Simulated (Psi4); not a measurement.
Input file for Psi4: SAPT0/jun-cc-pV(D+d)Z on C2H10OSi (a complex), monomers drawn apart or pushed together.

```
memory 1800 MB

molecule dimer {
0 1
C     0.33690447   -0.27052916   -0.27642208
O     0.52992809    0.78422274    0.65793276
H    -0.21442391   -1.10856820    0.16176226
H     1.32677896   -0.62096859   -0.56477889
H    -0.18588020    0.07090175   -1.17587299
H    -0.33089921    1.10811658    0.94282948
--
0 1
C     1.11488961    0.08374678    6.62318808
Si   -0.60484008   -0.56832888    6.28091510
H     1.58312261    0.38997799    5.68743314
H     1.73467062   -0.68395937    7.09029872
H     1.08025295    0.94375771    7.29453989
H    -1.45810117    0.47408318    5.65044614
H    -1.27876035   -0.98142044    7.53793432
H    -0.57346141   -1.74163356    5.37505498
units angstrom
symmetry c1
no_reorient
no_com
}

set {
  basis jun-cc-pV(D+d)Z
  scf_type df
  freeze_core true
}

energy('sapt0')
```

Output:

```
[...]
==> Input File <==

--------------------------------------------------------------------------
memory 1800 MB

molecule dimer {
0 1
C     0.33690447   -0.27052916   -0.27642208
O     0.52992809    0.78422274    0.65793276
H    -0.21442391   -1.10856820    0.16176226
H     1.32677896   -0.62096859   -0.56477889
H    -0.18588020    0.07090175   -1.17587299
H    -0.33089921    1.10811658    0.94282948
--
0 1
C     1.11488961    0.08374678    6.62318808
Si   -0.60484008   -0.56832888    6.28091510
H     1.58312261    0.38997799    5.68743314
H     1.73467062   -0.68395937    7.09029872
H     1.08025295    0.94375771    7.29453989
H    -1.45810117    0.47408318    5.65044614
H    -1.27876035   -0.98142044    7.53793432
H    -0.57346141   -1.74163356    5.37505498
units angstrom
symmetry c1
no_reorient
no_com
}

set {
  basis jun-cc-pV(D+d)Z
  scf_type df
  freeze_core true
}

energy('sapt0')
--------------------------------------------------------------------------


   => Loading Basis Set <=

    Name: JUN-CC-PV(D+D)Z
    Role: ORBITAL
    Keyword: BASIS
    atoms 1, 7      entry C          line   188 file jun-cc-pv_dpd_z.gbs
    atoms 2         entry O          line   256 file jun-cc-pv_dpd_z.gbs
    atoms 3-6, 9-14 entry H          line    60 file jun-cc-pv_dpd_z.gbs
    atoms 8         entry SI         line   566 file jun-cc-pv_dpd_z.gbs

   => Loading Basis Set <=

    Name: JUN-CC-PV(D+D)Z
    Role: ORBITAL
    Keyword: BASIS
    atoms 1, 7      entry C          line   188 file jun-cc-pv_dpd_z.gbs
    atoms 2         entry O          line   256 file jun-cc-pv_dpd_z.gbs
    atoms 3-6, 9-14 entry H          line    60 file jun-cc-pv_dpd_z.gbs
    atoms 8         entry SI         line   566 file jun-cc-pv_dpd_z.gbs


  //>>>>>>>>>>>>>>>>>>>>>>>>>>>>>>>>>>>//
  //              Dimer HF             //
  //<<<<<<<<<<<<<<<<<<<<<<<<<<<<<<<<<<<//

   => Libint2 <=

    Primary   basis highest AM E, G, H:  7, 6, 3
    Auxiliary basis highest AM E, G, H:  7, 7, 4
    Onebody   basis highest AM E, G, H:  -, -, -
    Solid Harmonics ordering:            Gaussian


   => Loading Basis Set <=

    Name: JUN-CC-PV(D+D)Z
    Role: ORBITAL
    Keyword: BASIS
    atoms 1, 7      entry C          line   188 file jun-cc-pv_dpd_z.gbs
    atoms 2         entry O          line   256 file jun-cc-pv_dpd_z.gbs
    atoms 3-6, 9-14 entry H          line    60 file jun-cc-pv_dpd_z.gbs
    atoms 8         entry SI         line   566 file jun-cc-pv_dpd_z.gbs


         ---------------------------------------------------------
                                   SCF
               by Justin Turney, Rob Parrish, Andy Simmonett
                          and Daniel G. A. Smith
                              RHF Reference
                        1 Threads,   1716 MiB Core
         ---------------------------------------------------------

  ==> Geometry <==

    Molecular point group: c1
    Full point group: C1

    Geometry (in Angstrom), charge = 0, multiplicity = 1:

       Center              X                  Y                   Z               Mass
    ------------   -----------------  -----------------  -----------------  -----------------
         C            0.336904470000    -0.270529160000    -0.276422080000    12.000000000000
         O            0.529928090000     0.784222740000     0.657932760000    15.994914619570
         H           -0.214423910000    -1.108568200000     0.161762260000     1.007825032230
         H            1.326778960000    -0.620968590000    -0.564778890000     1.007825032230
         H           -0.185880200000     0.070901750000    -1.175872990000     1.007825032230
         H           -0.330899210000     1.108116580000     0.942829480000     1.007825032230
         C            1.114889610000     0.083746780000     6.623188080000    12.000000000000
         SI          -0.604840080000    -0.568328880000     6.280915100000    27.976926534650
         H            1.583122610000     0.389977990000     5.687433140000     1.007825032230
         H            1.734670620000    -0.683959370000     7.090298720000     1.007825032230
         H            1.080252950000     0.943757710000     7.294539890000     1.007825032230
         H           -1.458101170000     0.474083180000     5.650446140000     1.007825032230
         H           -1.278760350000    -0.981420440000     7.537934320000     1.007825032230
         H           -0.573461410000    -1.741633560000     5.375054980000     1.007825032230

  Running in c1 symmetry.

  Rotational constants: A =      0.24907  B =      0.00880  C =      0.00863 [cm^-1]
  Rotational constants: A =   7466.88444  B =    263.94014  C =    258.60915 [MHz]
  Nuclear repulsion =  142.186321829173266

  Charge       = 0
  Multiplicity = 1
  Electrons    = 44
  Nalpha       = 22
  Nbeta        = 22

  ==> Algorithm <==

  SCF Algorithm Type is DF.
  DIIS enabled.
  MOM disabled.
  Fractional occupation disabled.
  Guess Type is SAD.
  Energy threshold   = 1.00e-08
 
[...]
553940
     128A      5.914243   129A      6.828301   130A     18.434592
     131A     33.501817

    Final Occupation by Irrep:
              A
    DOCC [    13 ]
    NA   [    13 ]
    NB   [    13 ]

  @DF-RHF Final Energy:  -330.29926294299565

   => Energetics <=

    Nuclear Repulsion Energy =             62.9003020248394122
    One-Electron Energy =                -580.5014207218622460
    Two-Electron Energy =                 187.3018557540271161
    Total Energy =                       -330.2992629429957105

Computation Completed


Properties will be evaluated at   0.000000,   0.000000,   0.000000 [a0]

Properties computed using the SCF density matrix


 Multipole Moments:

 ------------------------------------------------------------------------------------
     Multipole            Electronic (a.u.)      Nuclear  (a.u.)        Total (a.u.)
 ------------------------------------------------------------------------------------

 L = 1.  Multiply by 2.5417464519 to convert [e a0] to [Debye]
 Dipole X            :          1.6040761           -1.3052342            0.2988419
 Dipole Y            :         17.2090244          -17.1082918            0.1007326
 Dipole Z            :       -314.2287379          314.2759055            0.0471677
 Magnitude           :                                                    0.3188704

 ------------------------------------------------------------------------------------

  Constructing Basis Sets for SAPT...

   => Loading Basis Set <=

    Name: (JUN-CC-PV(D+D)Z AUX)
    Role: RIFIT
    Keyword: DF_BASIS_SAPT
    atoms 1, 7      entry C          line   100 file jun-cc-pvdz-ri.gbs
    atoms 2         entry O          line   188 file jun-cc-pvdz-ri.gbs
    atoms 3-6, 9-14 entry H          line    30 file jun-cc-pvdz-ri.gbs
    atoms 8         entry SI         line   376 file jun-cc-pvdz-ri.gbs

   => Loading Basis Set <=

    Name: (JUN-CC-PV(D+D)Z AUX)
    Role: JKFIT
    Keyword: DF_BASIS_ELST
    atoms 1, 7      entry C          line   146 file jun-cc-pvdz-jkfit.gbs
    atoms 2         entry O          line   258 file jun-cc-pvdz-jkfit.gbs
    atoms 3-6, 9-14 entry H          line    70 file jun-cc-pvdz-jkfit.gbs
    atoms 8         entry SI         line   506 file jun-cc-pvdz-jkfit.gbs


  //>>>>>>>>>>>>>>>>>>>>>>>>>>>>>>>>>>>//
  //               SAPT0               //
  //<<<<<<<<<<<<<<<<<<<<<<<<<<<<<<<<<<<//



        SAPT0
    Ed Hohenstein
     6 June 2009

      Orbital Information
  --------------------------
    NSO        =       131
    NMO        =       131
    NRI        =       420
    NRI (Elst) =       588
    NOCC A     =         9
    NOCC B     =        13
    FOCC A     =         2
    FOCC B     =         6
    NVIR A     =       122
    NVIR B     =       118

    Elst10,r            =    -0.000316522102 [Eh]
    Exch10              =     0.000000806232 [Eh]
    Exch10 (S^2)        =     0.000000806231 [Eh]

    Maxiter = 50
    CPHF R converge = 1.000000E-08

    Iter     Energy [mEh]          dE [mEh]         Residual      Time [s]
       1      -0.00064476       0.000644764     1.952181e-04             0
       2      -0.00073483       0.000090062     1.087993e-04             0
       3      -0.00080891       0.000074082     2.158066e-05             1
       4      -0.00081080       0.000001891     5.391447e-06             1
       5      -0.00080855      -0.000002245     9.683445e-07             1
       6      -0.00080887       0.000000314     2.064305e-07             1
       7      -0.00080886      -0.000000003     6.379622e-08             1
       8      -0.00080886      -0.000000009     1.620841e-08             1
       9      -0.00080886       0.000000000     4.507222e-09             1

    CHF Iterations converged

    Maxiter = 50
    CPHF R converge = 1.000000E-08

    Iter     Energy [mEh]          dE [mEh]         Residual      Time [s]
       1      -0.00871895       0.008718946     5.699194e-04             0
       2      -0.01096550       0.002246550     2.122113e-04             0
       3      -0.01130327       0.000337777     4.301229e-05             0
       4      -0.01128255      -0.000020719     1.288949e-05             0
       5      -0.01126454      -0.000018008     2.112358e-06             0
       6      -0.01126686       0.000002313     4.271144e-07             0
       7      -0.01126679      -0.000000071     7.089228e-08             0
       8      -0.01126675      -0.000000033     1.105907e-08             0
       9      -0.01126676       0.000000007     2.122154e-09             0

    CHF Iterations converged

    Ind20,r (A<-B)      =    -0.000000808855 [Eh]
    Ind20,r (B<-A)      =    -0.000011266760 [Eh]
    Ind20,r             =    -0.000012075616 [Eh]
    Exch-Ind20,r (A<-B) =     0.000000062660 [Eh]
    Exch-Ind20,r (B<-A) =     0.000000057295 [Eh]
    Exch-Ind20,r        =     0.000000119955 [Eh]
    Disp20              =    -0.000100415790 [Eh]
    Disp20 (SS)         =    -0.000050207895 [Eh]
    Disp20 (OS)         =    -0.000050207895 [Eh]
    Exch-Disp20         =     0.000000139390 [Eh]
    Exch-Disp20 (SS)    =     0.000000099806 [Eh]
    Exch-Disp20 (OS)    =     0.000000039584 [Eh]

    SAPT Results
  --------------------------------------------------------------------------------------------------------
    Electrostatics                 -0.31652210 [mEh]      -0.19862062 [kcal/mol]      -0.83102866 [kJ/mol]
      Elst10,r                     -0.31652210 [mEh]      -0.19862062 [kcal/mol]      -0.83102866 [kJ/mol]

    Exchange                        0.00080623 [mEh]       0.00050592 [kcal/mol]       0.00211676 [kJ/mol]
      Exch10                        0.00080623 [mEh]       0.00050592 [kcal/mol]       0.00211676 [kJ/mol]
      Exch10(S^2)                   0.00080623 [mEh]       0.00050592 [kcal/mol]       0.00211676 [kJ/mol]

    Induction                      -0.01209075 [mEh]      -0.00758706 [kcal/mol]      -0.03174427 [kJ/mol]
      Ind20,r                      -0.01207562 [mEh]      -0.00757756 [kcal/mol]      -0.03170452 [kJ/mol]
      Exch-Ind20,r                  0.00011996 [mEh]       0.00007527 [kcal/mol]       0.00031494 [kJ/mol]
      delta HF,r (2)               -0.00013509 [mEh]      -0.00008477 [kcal/mol]      -0.00035469 [kJ/mol]

    Dispersion                     -0.10027640 [mEh]      -0.06292439 [kcal/mol]      -0.26327565 [kJ/mol]
      Disp20                       -0.10041579 [mEh]      -0.06301186 [kcal/mol]      -0.26364162 [kJ/mol]
      Exch-Disp20                   0.00013939 [mEh]       0.00008747 [kcal/mol]       0.00036597 [kJ/mol]
      Disp20 (SS)                  -0.05020790 [mEh]      -0.03150593 [kcal/mol]      -0.13182081 [kJ/mol]
      Disp20 (OS)                  -0.05020790 [mEh]      -0.03150593 [kcal/mol]      -0.13182081 [kJ/mol]
      Exch-Disp20 (SS)              0.00009981 [mEh]       0.00006263 [kcal/mol]       0.00026204 [kJ/mol]
      Exch-Disp20 (OS)              0.00003958 [mEh]       0.00002484 [kcal/mol]       0.00010393 [kJ/mol]

  Total HF                         -0.32780662 [mEh]      -0.20570176 [kcal/mol]      -0.86065617 [kJ/mol]
  Total SAPT0                      -0.42808303 [mEh]      -0.26862615 [kcal/mol]      -1.12393183 [kJ/mol]

  Special recipe for scaled SAPT0 (see Manual):
    Electrostatics sSAPT0          -0.31652210 [mEh]      -0.19862062 [kcal/mol]      -0.83102866 [kJ/mol]
    Exchange sSAPT0                 0.00080623 [mEh]       0.00050592 [kcal/mol]       0.00211676 [kJ/mol]
    Induction sSAPT0               -0.01209075 [mEh]      -0.00758706 [kcal/mol]      -0.03174427 [kJ/mol]
    Dispersion sSAPT0              -0.10027640 [mEh]      -0.06292439 [kcal/mol]      -0.26327565 [kJ/mol]
  Total sSAPT0                     -0.42808303 [mEh]      -0.26862615 [kcal/mol]      -1.12393183 [kJ/mol]
  --------------------------------------------------------------------------------------------------------



*** Psi4 exiting successfully. Buy a developer a beer!
```

The run finished.

Cost: around 8 core-seconds (rough).
